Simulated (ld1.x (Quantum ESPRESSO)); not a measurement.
What the settings do to the ultrasoft potential of aluminium (Al)

Base potential:

Al, ultrasoft, made with ld1.x (Quantum ESPRESSO) 7.5 (PBE, scalar-relativistic). Core [Ne], reference 3s2 3p1. Waves: 3s (bound): rcut 1.95, rcutus 2.05 bohr; 3s channel at -0.2 Ry: rcut 1.95, rcutus 2.05 bohr; 3p (bound): rcut 2.05, rcutus 2.75 bohr; 3p channel at 1.05 Ry: rcut 2.05, rcutus 2.75 bohr; 3d channel at -0.1 Ry: rcut 2.05, rcutus 2.60 bohr. Local part: all-electron potential smoothed inside 2.75 bohr (lloc = -1). Core correction: none. Augmentation charge: built from norm-conserving waves at rcut, not smoothed further.

Cutoffs, loose and tight: the cutoffs (Ry, on a coarse ladder) from which the occupation-weighted sum of valence levels, in a spherical-Bessel basis at the reference potential, stays within 10 and 1 mRy of its value at 400 Ry. They do not see the model core or the augmentation charge, which bear on the density cutoff. Test errors are all-electron minus pseudo excitation energies from the reference, over the configurations 3s2 3p0; 3s1 3p0; 3s2 3p0.5; 3s1 3p2; 3s2 3p1.3; 3s1 3p1; 3s0 3p3. A dash means not determined; rows that change the core or the reference have their own tests. The largest error is taken over the tests solved by every variant that gives reliable tests at all: 3s0 3p3; 3s1 3p0; 3s1 3p1; 3s1 3p2; 3s2 3p0; 3s2 3p0.5.

Cutoffs are not given where the Bessel-basis levels miss the radial ones by over 6 mRy, ghosts where they miss by over 20 mRy; a channel whose overlap is not positive is not tested.

A file whose overlap is not positive is unfit for use, and its test errors describe a broken file.

```csv
change,outcome,"cutoff, loose","cutoff, tight",bound ghosts,largest test error (meV)
base,generated,6 Ry,10 Ry,none,+29
"all radii scaled by about 1.38 (s 2.84, p 3.80, d 3.60 bohr, rcut 2.70/2.84/2.84); local potential all-electron potential smoothed inside 3.80 bohr (lloc = -1)","generated, overlap not positive",–,–,not determined (overlap not positive),-180
```

(1) What comes out with this change to the base: all radii scaled by about 1.11 (s 2.28, p 3.06, d 2.90 bohr, rcut 2.18/2.28/2.28); local potential all-electron potential smoothed inside 3.06 bohr (lloc = -1)?

(2) What comes out with this change to the base: all radii scaled by about 0.87 (s 1.78, p 2.38, d 2.26 bohr, rcut 1.68/1.78/1.78); local potential all-electron potential smoothed inside 2.38 bohr (lloc = -1)?

(3) What comes out with this change to the base: all radii scaled by about 1.26 (s 2.58, p 3.46, d 3.28 bohr, rcut 2.46/2.58/2.58); local potential all-electron potential smoothed inside 3.46 bohr (lloc = -1)?

## Answers

(1) outcome: generated; cutoff, loose: 6 Ry; cutoff, tight: 6 Ry; bound ghosts: none; largest test error (meV): +30.

(2) outcome: generated; cutoff, loose: 8 Ry; cutoff, tight: 12 Ry; bound ghosts: none; largest test error (meV): +34.

(3) outcome: generated, overlap not positive; bound ghosts: not determined (overlap not positive); largest test error (meV): -37. A file whose overlap is not positive is unfit for use, and its test errors describe a broken file.
